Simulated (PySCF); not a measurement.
Compound: C8H10NP.
Numbering: `[CH2:1]=[CH:2][C@@H:3]1[CH2:4][P:5]1[n:6]1[cH:7][cH:8][cH:9][cH:10]1` (hydrogens: H11, H12 on C1; H13 on C2; H14 on C3; H15, H16 on C4; H17 on C7; H18 on C8; H19 on C9; H20 on C10)

Method used: TDDFT B3LYP/def2-SVPD, vertical, gas phase, core orbitals frozen in the response in PySCF. Geometry: PBE0-D3(BJ)/def2-SVP, one conformer, isolated molecule.

Computed singlets:

| state | E (eV) | f |
| --- | --- | --- |
| S1 | 4.62 | 0.0069 |
| S2 | 5.05 | 0.117 |
| S3 | 5.15 | 0.0014 |
| S4 | 5.47 | 0.069 |
| S5 | 5.57 | 0.0055 |
| S6 | 5.77 | 0.011 |
| S7 | 5.80 | 0.033 |
| S8 | 5.89 | 0.205 |
| S9 | 6.07 | 0.071 |
| S10 | 6.10 | 0.103 |

Problem. How much of the mean static polarisability do these states give, one by one?

Solution. Each state adds f / ΔE² (ΔE in hartree, 27.2114 eV).

```csv
state,f/ΔE² (au),running sum (au),running share of α (%)
S1,0.24,0.24,0.2
S2,3.39,3.63,2.8
S3,0.04,3.67,2.8
S4,1.70,5.37,4.1
S5,0.13,5.50,4.2
S6,0.24,5.74,4.4
S7,0.72,6.47,5.0
S8,4.38,10.84,8.4
S9,1.43,12.27,9.5
S10,2.06,14.33,11.1
```

The full response gives 129.59 au (19.20 Å³), so 115.3 au comes from the higher roots of the same equations.

Problem. By how much does the contribution of these states grow at 632.8 nm?

Solution. With ω = 0.0720 hartree each state's term in the mean polarisability goes from f / ΔE² to f / (ΔE² − ω²); the sum over all 10 states goes from 14.33 to 16.33 au, a rise of 2.00 au.

The largest single term belongs to S8, which also has the largest f.

A one-level model with all 52 active electrons at a single energy would need ΔE = √(N/α) = 17.2 eV to give this α, against S1 at 4.62 eV.
